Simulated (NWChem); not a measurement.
# GeSiH4O, singlet; SMILES [OH][Ge][SiH3]

```xyz
7

Ge     0.3526     0.6746    -0.4606
O     -1.1923     1.2925     0.1969
H     -1.8086     0.6325     0.5375
Si    -0.1662    -1.7603    -0.1125
H      0.9727    -2.5356     0.4794
H     -0.4959    -2.3990    -1.4316
H     -1.3642    -1.9490     0.7788
```
Atoms are numbered in this order, from 1.

Results from NWChem. Pople sets run with spherical d functions. Low-valent species are run as closed-shell singlets; no triplet was tried in these runs. Geometry: optimised at PBE0/def2-SVP. Vzz is the largest principal value of the second derivative of the potential at the nucleus (NWChem prints the opposite sign); η is the asymmetry. Non-relativistic.

```tsv
level	Vzz Ge1 (a.u.)	η Ge1	Vzz O2 (a.u.)	η O2	relative time
B3LYP/cc-pVTZ	3.597	0.68	1.175	0.03	40
B3LYP/def2-SVP	3.227	0.83	1.197	0.06	2
Hartree-Fock/6-31G*	3.511	0.79	1.306	0.19	1
Hartree-Fock/def2-SVP	3.694	0.81	1.367	0.16	1
```

Relative times are rough (shared machine, one core).
